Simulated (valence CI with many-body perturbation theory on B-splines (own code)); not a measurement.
**E1 line list for Rh³⁰⁺**

Calculated by relativistic CI+MBPT: five valence electrons over a frozen Dirac-Fock core [Ne], a basis of 9 s, 9 p, 8 d, 6 f, 3 g, 1 h functions for each j, with the one-electron correlation potential Σ1, the two-electron term Σ2, the three-electron term Σ3, Breit, model QED; selected CI, second order for the rest (own B-spline code, finite nucleus).

No measured spectrum was set against this ion. As an estimate, large intervals hold to a few tenths of a per cent, small ones and those within an open d or f shell to about a per cent. Among the levels kept, up to 600 cm⁻¹ of a level comes from second order outside the variational space, and about a tenth of that is noise between levels of different J, which matters for small intervals.

Lines 51 to 100 of 198 in falling wavelength, among levels below 1910800 cm⁻¹, chosen from the strongest by gf and those to the six lowest levels. Wavelengths and rates use the calculated energies. Electric multipoles are in the length gauge, E1 and E2 with the static RPA response of the core. Weak lines are less certain than strong ones. Lines between different terms over intervals too small for the method are left out, as are lines whose strength nearly cancels. The highest levels of a list are the least certain.

Levels are named by their leading jj configuration (3d3/2^4 stands for four electrons in 3d with j = 3/2), which in mixed levels can hold well under half, so a name can repeat and another be missing. Letters in brackets count levels of one name in rising energy.

```
λ vac (nm)                               Upper                               Lower   A (s⁻¹)  S (a.u.) with core polarisation  S without
     14.66      (3s^2 3p1/2^2 3d3/2) J=3/2 [b]          (3s^2 3p1/2 3p3/2^2) J=1/2  3.85e+07                         2.39e-04   2.45e-04
     14.50             (3p1/2^2 3p3/2^3) J=3/2  (3s^2 3p1/2 3p3/2 3d3/2) J=5/2 [a]  3.43e+09                         2.07e-02   2.12e-02
     14.39  (3s 3p1/2^2 3p3/2 3d3/2) J=3/2 [b]  (3s^2 3p1/2 3p3/2 3d3/2) J=1/2 [a]  4.12e+08                         2.42e-03   2.48e-03
     14.25      (3s^2 3p1/2^2 3d3/2) J=3/2 [a]          (3s^2 3p1/2 3p3/2^2) J=3/2  5.09e+08                         2.91e-03   2.98e-03
     14.21  (3s 3p1/2^2 3p3/2 3d3/2) J=3/2 [b]  (3s^2 3p1/2 3p3/2 3d3/2) J=3/2 [a]  4.28e+08                         2.43e-03   2.48e-03
     14.20             (3p1/2^2 3p3/2^3) J=3/2  (3s^2 3p1/2 3p3/2 3d3/2) J=1/2 [a]  7.47e+08                         4.22e-03   4.33e-03
     14.08  (3s 3p1/2^2 3p3/2 3d3/2) J=3/2 [b]            (3s 3p1/2 3p3/2^3) J=5/2  3.54e+09                         1.96e-02   2.00e-02
     14.06      (3s 3p1/2^2 3p3/2 3d5/2) J=5/2  (3s^2 3p1/2 3p3/2 3d3/2) J=5/2 [a]  1.59e+09                         1.31e-02   1.34e-02
     14.02             (3p1/2^2 3p3/2^3) J=3/2  (3s^2 3p1/2 3p3/2 3d3/2) J=3/2 [a]  1.99e+09                         1.08e-02   1.11e-02
     14.02      (3s 3p1/2^2 3p3/2 3d3/2) J=5/2          (3s^2 3p1/2^2 3d5/2) J=5/2  6.72e+08                         5.48e-03   5.60e-03
     13.97            (3s 3p1/2 3p3/2^3) J=1/2                (3s^2 3p3/2^3) J=3/2  1.37e+09                         3.70e-03   3.79e-03
     13.90             (3p1/2^2 3p3/2^3) J=3/2            (3s 3p1/2 3p3/2^3) J=5/2  6.02e+09                         3.19e-02   3.27e-02
     13.79      (3s 3p1/2^2 3p3/2 3d3/2) J=7/2          (3s^2 3p1/2^2 3d5/2) J=5/2  5.96e+08                         6.17e-03   6.32e-03
     13.68  (3s^2 3p1/2 3p3/2 3d5/2) J=3/2 [a]                (3s^2 3p3/2^3) J=3/2  8.17e+08                         4.13e-03   4.23e-03
     13.61      (3s 3p1/2^2 3p3/2 3d5/2) J=5/2  (3s^2 3p1/2 3p3/2 3d3/2) J=3/2 [a]  7.99e+08                         5.96e-03   6.10e-03
     13.49      (3s 3p1/2^2 3p3/2 3d5/2) J=5/2            (3s 3p1/2 3p3/2^3) J=5/2  2.53e+08                         1.84e-03   1.88e-03
     13.42      (3s^2 3p1/2^2 3d3/2) J=3/2 [b]          (3s^2 3p1/2 3p3/2^2) J=5/2  1.61e+09                         7.68e-03   7.87e-03
     13.34  (3s^2 3p1/2 3p3/2 3d5/2) J=5/2 [a]                (3s^2 3p3/2^3) J=3/2  7.75e+08                         5.45e-03   5.58e-03
     13.17             (3p1/2^2 3p3/2^3) J=3/2            (3s 3p1/2 3p3/2^3) J=3/2  4.52e+09                         2.04e-02   2.09e-02
     13.15          (3s 3p1/2^2 3p3/2^2) J=1/2          (3s^2 3p1/2 3p3/2^2) J=3/2  1.78e+08                         3.98e-04   4.08e-04
     13.08      (3s 3p1/2^2 3p3/2 3d3/2) J=5/2      (3s^2 3p1/2^2 3d3/2) J=3/2 [b]  6.44e+08                         4.27e-03   4.38e-03
     13.03  (3s 3p1/2^2 3p3/2 3d3/2) J=3/2 [a]      (3s^2 3p1/2^2 3d3/2) J=3/2 [b]  8.14e+08                         3.56e-03   3.64e-03
     12.80      (3s 3p1/2^2 3p3/2 3d5/2) J=5/2            (3s 3p1/2 3p3/2^3) J=3/2  1.69e+09                         1.05e-02   1.08e-02
     12.74            (3s 3p1/2 3p3/2^3) J=3/2          (3s^2 3p1/2 3p3/2^2) J=1/2  2.87e+08                         1.17e-03   1.20e-03
     12.57      (3s^2 3p1/2^2 3d3/2) J=3/2 [b]          (3s^2 3p1/2 3p3/2^2) J=3/2  3.92e+08                         1.54e-03   1.57e-03
     12.56          (3s^2 3p1/2^2 3d5/2) J=5/2          (3s^2 3p1/2 3p3/2^2) J=5/2  1.66e+08                         9.72e-04   9.93e-04
     12.47  (3s 3p1/2^2 3p3/2 3d3/2) J=3/2 [a]          (3s 3p1/2^2 3p3/2^2) J=1/2  5.58e+08                         2.14e-03   2.19e-03
     12.47  (3s 3p1/2^2 3p3/2 3d3/2) J=3/2 [b]          (3s^2 3p1/2^2 3d5/2) J=5/2  3.19e+08                         1.22e-03   1.25e-03
     12.44  (3s^2 3p1/2 3p3/2 3d3/2) J=3/2 [b]                (3s^2 3p3/2^3) J=3/2  3.70e+08                         1.41e-03   1.44e-03
     12.32             (3p1/2^2 3p3/2^3) J=3/2          (3s^2 3p1/2^2 3d5/2) J=5/2  5.60e+08                         2.07e-03   2.12e-03
     12.30  (3s^2 3p1/2 3p3/2 3d3/2) J=5/2 [b]                (3s^2 3p3/2^3) J=3/2  4.59e+08                         2.52e-03   2.59e-03
     12.06  (3s^2 3p1/2 3p3/2 3d3/2) J=1/2 [b]                (3s^2 3p3/2^3) J=3/2  2.81e+07                         4.87e-05   5.04e-05
     12.03  (3s^2 3p1/2 3p3/2 3d3/2) J=3/2 [a]          (3s^2 3p1/2 3p3/2^2) J=1/2  1.23e+08                         4.22e-04   4.34e-04
     12.00      (3s 3p1/2^2 3p3/2 3d5/2) J=5/2          (3s^2 3p1/2^2 3d5/2) J=5/2  1.77e+09                         9.08e-03   9.30e-03
     11.90  (3s^2 3p1/2 3p3/2 3d3/2) J=1/2 [a]          (3s^2 3p1/2 3p3/2^2) J=1/2  1.01e+09                         1.68e-03   1.72e-03
     11.82          (3s^2 3p1/2^2 3d5/2) J=5/2          (3s^2 3p1/2 3p3/2^2) J=3/2  3.94e+08                         1.92e-03   1.97e-03
     11.79            (3s 3p1/2 3p3/2^3) J=3/2          (3s^2 3p1/2 3p3/2^2) J=5/2  1.48e+09                         4.78e-03   4.90e-03
     11.73          (3s 3p1/2^2 3p3/2^2) J=5/2          (3s^2 3p1/2^2 3p3/2) J=3/2  3.88e+09                         1.86e-02   1.90e-02
     11.72  (3s 3p1/2^2 3p3/2 3d3/2) J=3/2 [b]      (3s^2 3p1/2^2 3d3/2) J=3/2 [b]  5.33e+09                         1.70e-02   1.73e-02
     11.69  (3s^2 3p1/2 3p3/2 3d5/2) J=3/2 [b]                (3s^2 3p3/2^3) J=3/2  4.01e+09                         1.26e-02   1.30e-02
     11.60             (3p1/2^2 3p3/2^3) J=3/2      (3s^2 3p1/2^2 3d3/2) J=3/2 [b]  5.13e+08                         1.58e-03   1.62e-03
     11.33  (3s^2 3p1/2 3p3/2 3d5/2) J=3/2 [c]                (3s^2 3p3/2^3) J=3/2  6.76e+08                         1.94e-03   1.99e-03
     11.31      (3s 3p1/2^2 3p3/2 3d5/2) J=5/2      (3s^2 3p1/2^2 3d3/2) J=3/2 [b]  2.32e+08                         9.94e-04   1.02e-03
     11.26            (3s 3p1/2 3p3/2^3) J=5/2          (3s^2 3p1/2 3p3/2^2) J=5/2  3.99e+09                         1.69e-02   1.73e-02
     11.21  (3s^2 3p1/2 3p3/2 3d5/2) J=5/2 [b]                (3s^2 3p3/2^3) J=3/2  8.21e+08                         3.43e-03   3.51e-03
     11.18  (3s^2 3p1/2 3p3/2 3d3/2) J=3/2 [a]          (3s^2 3p1/2 3p3/2^2) J=5/2  1.57e+09                         4.32e-03   4.43e-03
     11.14          (3s^2 3p3/2^2 3d5/2) J=1/2                (3s^2 3p3/2^3) J=3/2  3.92e+09                         5.35e-03   5.48e-03
     11.13            (3s 3p1/2 3p3/2^3) J=3/2          (3s^2 3p1/2 3p3/2^2) J=3/2  1.37e+10                         3.74e-02   3.83e-02
     10.89  (3s^2 3p1/2 3p3/2 3d3/2) J=5/2 [a]          (3s^2 3p1/2 3p3/2^2) J=5/2  4.00e+09                         1.53e-02   1.57e-02
     10.80      (3s^2 3p1/2^2 3d3/2) J=3/2 [a]          (3s^2 3p1/2^2 3p3/2) J=3/2  4.56e+09                         1.13e-02   1.16e-02
```
